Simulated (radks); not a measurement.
Question: Radial electron density D(r) = 4 pi r^2 rho(r) of an atom or ion with 61 electrons. All-electron calculation, Dirac Kohn-Sham, BLYP, spin-unpolarised, spherical densities, point nucleus. Program: a radial shooting solver on a logarithmic mesh with Libxc functionals.

| r (bohr) | D(r) (e/bohr) |
|---|---|
| 0.001414 | 6.475 |
| 0.001871 | 10.08 |
| 0.002496 | 15.58 |
| 0.003302 | 23.23 |
| 0.004369 | 33.52 |
| 0.005781 | 46.38 |
| 0.007649 | 60.72 |
| 0.01012 | 74.04 |
| 0.01339 | 82.67 |
| 0.01786 | 83.51 |
| 0.02363 | 77.88 |
| 0.03127 | 74.06 |
| 0.04137 | 81.99 |
| 0.05474 | 99.88 |
| 0.07242 | 108.4 |
| 0.09583 | 94.72 |
| 0.1278 | 81.05 |
| 0.1691 | 90.97 |
| 0.2238 | 90.59 |
| 0.2961 | 57.01 |
| 0.3917 | 37.99 |
| 0.5183 | 45.02 |
| 0.6858 | 36.84 |
| 0.9146 | 18.92 |
| 1.21 | 11.45 |
| 1.601 | 7.813 |
| 2.119 | 3.726 |
| 2.803 | 1.136 |
| 3.709 | 0.2627 |
| 4.908 | 0.06785 |

What is the nuclear charge?

Answer: Z = 62. The innermost maximum, from 1s, lies near gamma/Z bohr with gamma = sqrt(1 - (Z/c)^2) = 0.892, here 0.0144 bohr (found: 0.0158), and its height grows with Z. The density is that of the samarium ion Sm+ in [Xe] 4f7; the configuration itself is not fixed sharply by these data, and Z only to a few units. D(r) has 4 maxima, at r = 0.0158, 0.0701, 0.195, 0.544 bohr, and minima at 0.0308, 0.129, 0.392 bohr, inside which lie 2.02, 11.17, 29.29 electrons.
